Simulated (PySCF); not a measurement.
K(OH) (HKO), SMILES [OH][K].

Geometry optimised at PBE-D3(BJ)/def2-TZVPD. The isomer is the one that the SMILES or the coordinates give; other isomers of the formula were not compared.

All values below come from PySCF with PBE-D3(BJ)/def2-TZVPD.

Frequencies are harmonic and unscaled.

Modes within 1.5 cm⁻¹ of each other (mostly degenerate sets) share a row, with their intensities summed.

Computed harmonic wavenumbers and intensities:
| mode | ν (cm⁻¹) | IR (km/mol) | moving atoms (share of kinetic energy) |
|---|---|---|---|
| 1–2 | 313 | 143.8 | H 88 %, O 11 % |
| 3 | 433 | 108.3 | O 65 %, K 30 % |
| 4 | 3790 | 0.1 | H 94 % |
